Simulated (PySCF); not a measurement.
Species: C5H12Si.
Cartesian coordinates in Å at the PBE0-D3(BJ)/def2-SVP level; atoms count from 1:
```xyz
18
C5H12Si angstrom
C     -2.3372   -0.3480    0.0333
C     -1.0719   -0.9295   -0.5799
C     -0.0355    0.1818   -0.9331
Si     0.8548   -0.2384    0.6889
C      2.7198   -0.4462    0.6862
C     -0.2536   -1.7602    0.4568
H     -2.8621    0.3031   -0.6834
H     -2.1090    0.2581    0.9263
H     -3.0307   -1.1455    0.3428
H     -1.3567   -1.5298   -1.4617
H     -0.4567    1.1796   -1.1247
H      0.5819   -0.1022   -1.8010
H      0.4583    0.6323    1.8428
H      3.0396   -1.0871   -0.1499
H      3.0690   -0.9066    1.6239
H      3.2218    0.5287    0.5816
H     -0.8347   -2.1938    1.2839
H      0.3050   -2.5754   -0.0320
```

NICS = −σ at a ghost point: NICS(0) at the centroid of the ring atoms, NICS(1) 1 Å to either side along the normal of their mean plane, zz for the tensor component along that normal. Level: GIAO KT3/pcSseg-1 (PySCF, non-relativistic, gas phase) on the PBE0-D3(BJ)/def2-SVP geometry, one conformer.

Ring bond lengths (Å): C2–C3 1.560, C3–Si4 1.897, Si4–C6 1.897, C6–C2 1.560.

**Question.** What do the NICS probes read (ppm)?

**Answer.** 
| ring | type | NICS(0) | NICS(1), two faces | NICS(1)zz, two faces | rms pucker (Å) | centre to ring atoms, mean (Å) |
| --- | --- | --- | --- | --- | --- | --- |
| C2–C3–Si4–C6 | 4-membered ring with Si; formal bonds all single | -1.7 | -1.0 / -1.3 | 4.6 / 1.9 | 0.13 | 1.21 |

**Question.** What can be read from them?

**Answer.** 
- C2–C3–Si4–C6: mean NICS(1)zz 3.2 ppm, deshielded. C2, C3, Si4, C6 have four or more neighbours, so the value isn't read as a sign of a π ring current.

**Question.** What field does 11.7 T along the ring normal induce along that normal at the second NICS(1) probe listed for ring C2–C3–Si4–C6, 1 Å off the ring?

**Answer.** NICSzz × B0 = 1.9 ppm × 11.7 T = 22 μT, along the applied field.

**Question.** How shielded are the nuclei of the rings and their hydrogens (means over atoms taken as equivalent)?

**Answer.** 
| atoms | environment | σ isotropic (ppm) | principal values of the symmetric part, first atom (ppm) |
| --- | --- | --- | --- |
| C2 | four-membered-ring carbon | 147.0 | 134.9, 149.3, 156.8 |
| C3 (×2) | sp3 carbon bound to silicon | 160.4 | 137.0, 157.6, 186.5 |
| Si4 | SiH silicon | 362.4 | 319.6, 372.5, 395.2 |
| H10 | methine hydrogen | 28.49 | 24.9, 26.4, 34.2 |
| H11 (×2) | methylene hydrogen | 30.48 | 26.5, 28.6, 36.3 |
| H12 (×2) | methylene hydrogen | 29.92 | 27.2, 28.0, 34.6 |
| H13 | Si–H hydrogen | 26.27 | 22.9, 26.2, 29.7 |

**Question.** How do the values depend on the level or the medium?

**Answer.** 
| level | NICS(0), C2–C3–Si4–C6 | mean NICS(1)zz, C2–C3–Si4–C6 |
| --- | --- | --- |
| KT3/pcSseg-1, gas | -1.7 | 3.2 |
| PBE0/pcSseg-1, gas | -2.1 | 3.0 |
| PBE0/pcSseg-1, IEF-PCM chloroform | -2.1 | 3.0 |
| PBE0/pcSseg-1, IEF-PCM water | -2.1 | 3.0 |

The geometry is the same throughout; the continuum's cavity takes Bondi-type radii × 1.2.
